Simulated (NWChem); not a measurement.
Program: NWChem. System: F3S, charge 1, spin multiplicity 1, at the geometry of a parent with another charge or spin, in a state set for the comparison that need not be this species' ground state. Level: B3LYP/def2-TZVP, VWN1-RPA local correlation.

Input file:

```
start mol
memory heap 200 mb stack 900 mb global 1100 mb
charge 1
geometry units angstroms nocenter noautoz
  F     -0.310735    -0.141913     1.647983
  S     -0.349489     0.135981     0.000000
  F     -0.310735    -0.141913    -1.647983
  F      1.242782     0.042082     0.000000
  symmetry group Cs
end
basis spherical
  * library def2-tzvp
end
dft
  xc b3lyp
  semidirect memsize 60000000 filesize 0
  iterations 100
end
task dft energy
```

Part of the output:

```
             Northwest Computational Chemistry Package (NWChem) 7.3.0
             --------------------------------------------------------

                                NWChem Input Module
                                -------------------

 Scaling coordinates for geometry "geometry" by  1.889725989
 (inverse scale =  0.529177249)

 Turning off AUTOSYM since
 SYMMETRY directive was detected!

                             Geometry "geometry" -> ""
                             -------------------------

 Output coordinates in angstroms (scale by  1.889725989 to convert to a.u.)

  No.       Tag          Charge          X              Y              Z
 ---- ---------------- ---------- -------------- -------------- --------------
    1 F                    9.0000    -0.31073500    -0.14191300     1.64798300
    2 S                   16.0000    -0.34948900     0.13598100     0.00000000
    3 F                    9.0000    -0.31073500    -0.14191300    -1.64798300
    4 F                    9.0000     1.24278200     0.04208200     0.00000000

 Effective nuclear repulsion energy (a.u.)     189.6732174081

            Nuclear Dipole moment (a.u.)
            ----------------------------
        X                 Y               Z
 ---------------- ---------------- ----------------
    -0.0000302356    -0.0000000000     0.0000000000

      Symmetry information
      --------------------

 Group name             Cs
 Group number              2
 Group order               2
 No. of unique centers     3

      Symmetry unique atoms

     1    2    4


 Summary of "ao basis" -> "" (spherical)
 ------------------------------------------------------------------------------
       Tag                 Description            Shells   Functions and Types
 ---------------- ------------------------------  ------  ---------------------
 *                         def2-tzvp                  on all atoms

                                 NWChem DFT Module
                                 -----------------

 Summary of "ao basis" -> "ao basis" (spherical)
 ------------------------------------------------------------------------------
       Tag                 Description            Shells   Functions and Types
 ---------------- ------------------------------  ------  ---------------------
 F                         def2-tzvp                11       31   5s3p2d1f
 S                         def2-tzvp                13       37   5s5p2d1f

 Summary of "ao basis" -> "ao basis" (spherical)
 ------------------------------------------------------------------------------
       Tag                 Description            Shells   Functions and Types
 ---------------- ------------------------------  ------  ---------------------
 F                         def2-tzvp                11       31   5s3p2d1f
 S                         def2-tzvp                13       37   5s5p2d1f

      Symmetry analysis of basis
      --------------------------

        a'         77
        a"         53

            General Information
            -------------------
          SCF calculation type: DFT
          Wavefunction type:  closed shell.
          No. of atoms     :     4
          No. of electrons :    42
           Alpha electrons :    21
            Beta electrons :    21
          Charge           :     1
          Spin multiplicity:     1
          Use of symmetry is: on ; symmetry adaption is: on
          Maximum number of iterations: 100
          AO basis - number of functions:   130
                     number of shells:    46
          Convergence on energy requested:  1.00D-06
          Convergence on density requested:  1.00D-05
          Convergence on gradient requested:  5.00D-04

              XC Information
              --------------
                         B3LYP Method XC Potential
                     Hartree-Fock (Exact) Exchange  0.200
                        Slater Exchange Functional  0.800 local
                    Becke 1988 Exchange Functional  0.720 non-local
              Lee-Yang-Parr Correlation Functional  0.810
                  VWN I RPA Correlation Functional  0.190 local

             Grid Information
             ----------------
          Grid used for XC integration:  medium
          Radial quadrature: Mura-Knowles
          Angular quadrature: Lebedev.
          Tag              B.-S. Rad. Rad. Pts. Rad. Cut. Ang. Pts.
          ---              ---------- --------- --------- ---------
          F                   0.50       49           8.0       434
          S                   1.00       88           6.0       590
          Grid pruning is: on
          Number of quadrature shells:   186
          Spatial weights used:  Erf1

          Convergence Information
          -----------------------
          Convergence aids based upon iterative change in
          total energy or number of iterations.
          Levelshifting, if invoked, occurs when the
          HOMO/LUMO gap drops below (HL_TOL):  1.00D-02
          DIIS, if invoked, will attempt to extrapolate
          using up to (NFOCK): 10 stored Fock matrices.

                    Damping( 0%)  Levelshifting(0.5)       DIIS
                  --------------- ------------------- ---------------
          dE  on:    start            ASAP                start
          dE off:    2 iters        100 iters           100 iters

      Screening Tolerance Information
      -------------------------------
          Density screening/tol_rho:  1.00D-10
          AO Gaussian exp screening on grid/accAOfunc:  14
          CD Gaussian exp screening on grid/accCDfunc:  20
          XC Gaussian exp screening on grid/accXCfunc:  20
          Schwarz screening/accCoul:  1.00D-08

      Superposition of Atomic Density Guess
      -------------------------------------

 Sum of atomic energies:        -695.73373645

 Renormalizing density from      43.00 to     42

      Non-variational initial energy
      ------------------------------

 Total energy =    -685.954807
 1-e energy   =   -1314.361841
 2-e energy   =     438.733816
 HOMO         =      -0.796627
 LUMO         =      -0.576422

      Symmetry analysis of molecular orbitals - initial
      -------------------------------------------------

  Numbering of irreducible representations:

     1 a'          2 a"

  Orbital symmetries:

     1 a'          2 a'          3 a"          4 a'          5 a'
     6 a"          7 a'          8 a'          9 a'         10 a"
    11 a'         12 a'         13 a"         14 a'         15 a'
    16 a"         17 a"         18 a'         19 a'         20 a"
    21 a'         22 a'         23 a'         24 a"         25 a"
    26 a'         27 a'         28 a'         29 a'         30 a"
    31 a"

------------------------------------------------------------
EAF file 0: "./mol.aoints.0" size=524288 bytes
------------------------------------------------------------
               write      read    awrite     aread      wait
               -----      ----    ------     -----      ----
     calls:        1         0         0         0         0
   data(b): 5.24e+05  0.00e+00  0.00e+00  0.00e+00
   time(s): 0.00e+00  0.00e+00  0.00e+00  0.00e+00  0.00e+00
rate(mb/s): 0.00e+00  0.00e+00
------------------------------------------------------------

   convergence    iter        energy       DeltaE   RMS-Dens  Diis-err    time
 ---------------- ----- ----------------- --------- --------- ---------  ------
 d= 0,ls=0.0,diis     1   -697.0780296507 -8.87D+02  1.71D-02  3.96D+00     4.0
 d= 0,ls=0.0,diis     2   -695.2530828724  1.82D+00  1.30D-02  2.41D+01     4.5
 d= 0,ls=0.0,diis     3   -697.3405813769 -2.09D+00  4.13D-03  6.95D-01     5.1
 d= 0,ls=0.0,diis     4   -697.3405643918  1.70D-05  2.05D-03  7.13D-01     5.6
 d= 0,ls=0.0,diis     5   -697.3965687034 -5.60D-02  1.36D-04  2.21D-03     6.2
  Resetting Diis
 d= 0,ls=0.0,diis     6   -697.3967180528 -1.49D-04  3.39D-05  4.99D-05     6.7
 d= 0,ls=0.0,diis     7   -697.3967230308 -4.98D-06  1.57D-05  3.26D-06     7.3
 d= 0,ls=0.0,diis     8   -697.3967227240  3.07D-07  1.00D-05  7.77D-06     7.8
 d= 0,ls=0.0,diis     9   -697.3967232979 -5.74D-07  3.48D-06  1.36D-06     8.4

         Total DFT energy =     -697.396723297889
      One electron energy =    -1330.889759526961
           Coulomb energy =      500.430297532194
    Exchange-Corr. energy =      -56.610478711224
 Nuclear repulsion energy =      189.673217408101

 Numeric. integr. density =       41.999999933598

     Total iterative time =      7.5s

                  Occupations of the irreducible representations
                  ----------------------------------------------

                     irrep           alpha         beta
                     --------     --------     --------
                     a'               14.0         14.0
                     a"                7.0          7.0

                       DFT Final Molecular Orbital Analysis
                       ------------------------------------

 Vector   19  Occ=2.000000D+00  E=-7.450751D-01  Symmetry=a'
              MO Center= -5.3D-02, -6.3D-02, -6.6D-13, r^2= 2.9D+00
   Bfn.  Coefficient  Atom+Function         Bfn.  Coefficient  Atom+Function
  ----- ------------  ---------------      ----- ------------  ---------------
     6      0.262881  1 F  px                74      0.262881  3 F  px
     9      0.213614  1 F  px                77      0.213614  3 F  px
   106      0.188089  4 F  py                 8     -0.167062  1 F  pz
    76      0.167062  3 F  pz               109      0.154113  4 F  py
   105      0.150630  4 F  px                11     -0.136557  1 F  pz

 Vector   20  Occ=2.000000D+00  E=-7.195964D-01  Symmetry=a"
              MO Center=  2.0D-01, -7.6D-02,  1.6D-13, r^2= 2.8D+00
   Bfn.  Coefficient  Atom+Function         Bfn.  Coefficient  Atom+Function
  ----- ------------  ---------------      ----- ------------  ---------------
   107      0.325821  4 F  pz                 6     -0.295668  1 F  px
    74      0.295668  3 F  px               110      0.270058  4 F  pz
     9     -0.241564  1 F  px                77      0.241564  3 F  px
   113      0.151722  4 F  pz                12     -0.143348  1 F  px
    80      0.143348  3 F  px                 8      0.069418  1 F  pz

 Vector   21  Occ=2.000000D+00  E=-6.815639D-01  Symmetry=a'
              MO Center= -3.6D-01,  4.6D-02, -1.1D-14, r^2= 2.6D+00
   Bfn.  Coefficient  Atom+Function         Bfn.  Coefficient  Atom+Function
  ----- ------------  ---------------      ----- ------------  ---------------
    35      0.348068  2 S  s                 36      0.331798  2 S  s
     8      0.240590  1 F  pz                76     -0.240590  3 F  pz
    34     -0.213389  2 S  s                 11      0.200453  1 F  pz
    79     -0.200453  3 F  pz                 6      0.171110  1 F  px
    74      0.171110  3 F  px                46     -0.160530  2 S  px

 Vector   22  Occ=0.000000D+00  E=-5.281244D-01  Symmetry=a'
              MO Center= -2.7D-01, -2.3D-02,  7.0D-16, r^2= 1.9D+00
   Bfn.  Coefficient  Atom+Function         Bfn.  Coefficient  Atom+Function
  ----- ------------  ---------------      ----- ------------  ---------------
    47      0.539489  2 S  py                44      0.251066  2 S  py
    50      0.234717  2 S  py                38     -0.187879  2 S  py
     7     -0.177548  1 F  py                75     -0.177548  3 F  py
   106     -0.171091  4 F  py                10     -0.141594  1 F  py
    78     -0.141594  3 F  py               109     -0.135557  4 F  py

 Vector   23  Occ=0.000000D+00  E=-3.702952D-01  Symmetry=a'
              MO Center= -1.2D-01,  8.3D-02,  3.2D-15, r^2= 1.8D+00
   Bfn.  Coefficient  Atom+Function         Bfn.  Coefficient  Atom+Function
  ----- ------------  ---------------      ----- ------------  ---------------
    46      0.533466  2 S  px                49      0.454712  2 S  px
    36      0.393820  2 S  s                104     -0.309339  4 F  s
    35      0.300410  2 S  s                105      0.282557  4 F  px
   108      0.243946  4 F  px                43      0.232299  2 S  px
   111      0.222592  4 F  px                34     -0.171613  2 S  s

 Vector   24  Occ=0.000000D+00  E=-2.752616D-01  Symmetry=a"
              MO Center= -3.7D-01,  2.1D-01,  4.0D-14, r^2= 2.0D+00
   Bfn.  Coefficient  Atom+Function         Bfn.  Coefficient  Atom+Function
  ----- ------------  ---------------      ----- ------------  ---------------
    48      0.648512  2 S  pz                51      0.642808  2 S  pz
     5     -0.329995  1 F  s                 73      0.329995  3 F  s
    45      0.293049  2 S  pz                 8      0.225412  1 F  pz
    76      0.225412  3 F  pz                14      0.218073  1 F  pz
    82      0.218073  3 F  pz                39     -0.206639  2 S  pz

 center of mass
 --------------
 x =   0.01338263 y =  -0.00520726 z =   0.00000000

 moments of inertia (a.u.)
 ------------------
         373.472332644762          -4.111902394981           0.000000000000
          -4.111902394981         500.328295568902           0.000000000000
           0.000000000000           0.000000000000         136.779148940451

     Multipole analysis of the density
     ---------------------------------

     L   x y z        total         alpha         beta         nuclear
     -   - - -        -----         -----         ----         -------
     0   0 0 0      1.000000    -21.000000    -21.000000     43.000000

     1   1 0 0     -0.573336     -0.286653     -0.286653     -0.000030
     1   0 1 0      0.205415      0.102708      0.102708     -0.000000
     1   0 0 1      0.000000      0.000000      0.000000      0.000000

     2   2 0 0    -16.542868    -39.684046    -39.684046     62.825224
     2   1 1 0      0.070947     -0.864540     -0.864540      1.800027
     2   1 0 1     -0.000000     -0.000000     -0.000000      0.000000
     2   0 2 0    -16.738568     -9.573266     -9.573266      2.407964
     2   0 1 1     -0.000000     -0.000000     -0.000000      0.000000
     2   0 0 2    -17.731012    -96.151716    -96.151716    174.572420

 Task  times  cpu:        8.4s     wall:        8.4s

 Total times  cpu:        8.5s     wall:        8.5s
```
